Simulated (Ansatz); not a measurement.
C2H4OSSi can be A, `OC1=C[SiH]1S`, or B, `O=CC([SiH3])=S`.

Program: Ansatz. Geometries: PBE0-D4/def2-TZVP. ΔE: electronic, gas phase. CBS: MP2 limit from def2 TZ/QZ plus the TZ coupled-cluster correction, frozen cores. Functionals use def2-TZVPP. B3LYP here is the variant with VWN-RPA as its local correlation; programs differ in this. One conformer a species, not always the lowest.

(1) Which is lower in electronic energy at CCSD(T)/CBS, and by how much? (Best estimate.)

(2) Give E(B) − E(A) in kcal/mol with r2SCAN-D4, B3LYP, PBE0-D4, B3LYP-D4, MP2/def2-TZVPP, ωB97M-V, CCSD/def2-TZVPP. (Best estimate.)

Largest T1 diagnostic: 0.016.

## Answers

(1) Computed: A, by 8.2 kcal/mol.

(2) The calculation gave: r2SCAN-D4 12.2, B3LYP 6.4, PBE0-D4 13.8, B3LYP-D4 5.8, MP2/def2-TZVPP 8.8, ωB97M-V 10.7, CCSD/def2-TZVPP 6.8. None reverses the order clearly.

From PBE to PBE0 (25 % exact exchange), in def2-TZVPP and without D4, E(B) − E(A) moves by +2.7 kcal/mol. In def2-TZVPP, CCSD(T) changes the Hartree–Fock value by +1.3 kcal/mol (the triples alone add −0.9 kcal/mol) and MP2 by +4.2 kcal/mol.
